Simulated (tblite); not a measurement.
Run record: tight-binding relaxation, `C[C@@H]1C[C@@]12[GeH2][O]C[C@@H]2F`.

Computed with GFN2-xTB geometry optimisation, gas phase (tblite 0.8.0). Start geometry: from a force field or distance geometry. A driver script takes a list of jobs; this job's settings line and coordinates (Å) are shown.

Command:
```bash
OMP_NUM_THREADS=1 python probes_run.py task.json out
```

Input:
```
{"job": {"kind": "relax", "xc": "GFN2-xTB", "basis": "xTB"}, "charge": 0, "multiplicity": 1}
C      2.256000     0.246100    -0.864200
C      1.377300     0.153000     0.346800
C      0.952600    -1.275700     0.697100
C     -0.040500    -0.207200     0.316100
Ge    -1.343600     0.436800     1.600900
O     -2.715800     0.452900     0.413400
C     -2.029600     0.687100    -0.768800
C     -0.884000    -0.273800    -0.888200
F     -1.422200    -1.557800    -1.021100
H      1.827700     0.921000    -1.625400
H      3.223800     0.688800    -0.549600
H      2.459800    -0.775100    -1.247200
H      1.711700     0.701100     1.279500
H      0.962200    -1.534600     1.777100
H      1.086000    -2.065600    -0.039100
H     -1.582100    -0.602800     2.731000
H     -1.030000     1.845100     2.142100
H     -1.729400     1.744700    -0.898500
H     -2.750800     0.439600    -1.580700
H     -0.334200    -0.012900    -1.824200
```

Output:
```
step      E/eV     max force
  0    -793.19532    2.278
  1    -793.45406    1.077
  2    -793.56574    0.653
  3    -793.61478    0.435
  4    -793.64366    0.415
  5    -793.66937    0.345
  6    -793.68800    0.342
  7    -793.70450    0.271
  8    -793.71896    0.325
  9    -793.73171    0.267
... (113 lines left out)
123    -793.93529    0.015
124    -793.93532    0.013
125    -793.93535    0.014
126    -793.93538    0.015
127    -793.93541    0.012
128    -793.93543    0.012
129    -793.93545    0.011
130    -793.93547    0.010
131    -793.93550    0.011
132    -793.93552    0.009
```

«max force» is the largest atomic force in eV/Å.

**Question.** From which step on does the largest force stay under 0.1 eV/Å, and how much energy is left to gain from there?

**Answer.** From step 53 (0.085 eV/Å), 35.7 meV above the end.

Main results: energy lowered by 17.1 kcal/mol over 132 steps; largest atomic force 0.009 eV/Å at the end.

**Question.** Where do the atoms end?

**Answer.** 0.522 Å rms from the input after alignment:
```
atom  x, y, z in Å
C1     2.0588    0.4827   -0.9197
C2     1.3894    0.1274    0.3851
C3     1.1002   -1.2966    0.7379
C4    -0.0338   -0.3562    0.4521
Ge5   -1.3793    0.3749    1.6906
O6    -2.1992    1.1892    0.3286
C7    -1.7640    0.7175   -0.9263
C8    -0.8914   -0.5262   -0.7736
F9    -1.7480   -1.5936   -0.5007
H10    1.7289    1.4603   -1.2679
H11    3.1383    0.5169   -0.7819
H12    1.8399   -0.2513   -1.6907
H13    1.6959    0.7723    1.2044
H14    1.2523   -1.6318    1.7532
H15    1.3115   -2.0530   -0.0053
H16   -2.3430   -0.5868    2.3382
H17   -0.9594    1.4697    2.6351
H18   -1.1915    1.5013   -1.4336
H19   -2.6432    0.4734   -1.5300
H20   -0.3675   -0.7795   -1.6987
```

On one thread of an Arm Neoverse N1, on a shared host, this took 1.8 s of wall time.
Labels such as C1 count atoms from 1, the log's own numbers from 0.
